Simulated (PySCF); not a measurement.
# Relaxation of singlet Ca2H4

These are results of PBE0/[Ca def2-TZVP, H def2-TZVP], no relativity, density fitting, PySCF, not measurements. A (50,194) grid was used.

A hand-made doubly bridged, planar start, of D2h symmetry, held to at least that symmetry:

```xyz
6
charge 0 multiplicity 1, angstrom
Ca    1.4675    0.0000    0.0000
Ca   -1.4675    0.0000    0.0000
H     0.0000    1.5737    0.0000
H     0.0000   -1.5737    0.0000
H     3.4975    0.0000    0.0000
H    -3.4975    0.0000    0.0000
```

Task: What forces act on the atoms at the start (eV/Å)?

Result: 
```csv
atom,Fx,Fy,Fz
Ca1,1.82,0.00,0.00
Ca2,-1.82,0.00,0.00
H3,0.00,-0.25,0.00
H4,0.00,0.25,0.00
H5,-0.14,0.00,0.00
H6,0.14,0.00,0.00
```

Task: What does it relax to?

Result: It ends at D2h with Ca–H 2.028 Å (×2), Ca–H 2.191 Å (×4); Ca–H–Ca 104.0° (×2), H–Ca–H 76.0° (×2), H–Ca–H 142.0° (×4) (after a last refinement on a finer grid). A frequency run shows a minimum. Other isomers or separated fragments may lie lower.

Task: How much energy is released, and in how many steps?

Result: 46.7 kJ/mol in 7 steps.
